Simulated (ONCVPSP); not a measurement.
# Varying the ONCV potential for nickel (Ni)

Base potential:

Ni, optimised norm-conserving Vanderbilt (ONCV), made with ONCVPSP 4.0.1 (PW91, scalar-relativistic). Core [Ne], reference 3s2 3p6 3d8 4s1 4p1. Waves: 3s+4s: rc 1.20 bohr, ncon 5, nbas 9, qcut 11 1/bohr, 2 projectors; 3p+4p: rc 1.35 bohr, ncon 3, nbas 7, qcut 10.3 1/bohr, 2 projectors; 3d: rc 1.00 bohr, ncon 4, nbas 9, qcut 19.1 1/bohr, 2 projectors, debl 0.6 Ha. Local part: polynomial inside 0.80 bohr (lpopt 3, dvloc0 4 Ha). Core correction: Teter function fitted to the true core (icmod 2), fcfact 0.35.

Cutoffs, loose and tight: the cutoffs (Ha) at which the residual kinetic energy of the hardest occupied pseudo-wave falls to 1 and 0.1 mHa per electron. They do not see the model core or the augmentation charge, which bear on the density cutoff. Test errors are all-electron minus pseudo excitation energies from the reference, over the configurations 3s2 3p6 3d8 4s2 4p0; 3s2 3p6 3d8 4s1 4p0; 3s2 3p6 3d8 4s0 4p0; 3s2 3p6 3d9 4s0 4p0. A dash means not determined; rows that change the core or the reference have their own tests.

| change | outcome | cutoff, loose | cutoff, tight | bound ghosts | GHOST(+) flags above zero | largest test error (meV) |
| --- | --- | --- | --- | --- | --- | --- |
| base | generated | 116 Ha | 134 Ha | none | p | -2.2 |
| core correction polynomial model core, fcfact 0.75 | generated | 116 Ha | 134 Ha | none | p | -2.2 |
| reference 3s2 3p6 3d8 4s1; wave 3p+4p: rc 1.35 bohr, ncon 3, nbas 7, qcut 10.3 1/bohr, 2 projectors becomes 3p: rc 1.35 bohr, ncon 3, nbas 7, qcut 10.3 1/bohr, 2 projectors, debl 2.7 Ha | generated, projector energies reset by the program | 116 Ha | 133 Ha | none | p | -4.0 |
| local potential polynomial inside 0.80 bohr (lpopt 5, dvloc0 4 Ha) | generated | 116 Ha | 134 Ha | none | none | +2.3 |
| all radii but the core radius scaled by about 0.75 (s 0.90, p 1.02, d 0.76 bohr); local potential polynomial inside 0.60 bohr (lpopt 3, dvloc0 4 Ha) | generated | 143 Ha | 244 Ha | none | s | -0.7 |
| core correction Teter function fitted to the true core (icmod 2), fcfact 0.5 | generated | 116 Ha | 134 Ha | none | p | -2.2 |
| p: nbas 8 | generated | 116 Ha | 134 Ha | none | none | +1.7 |
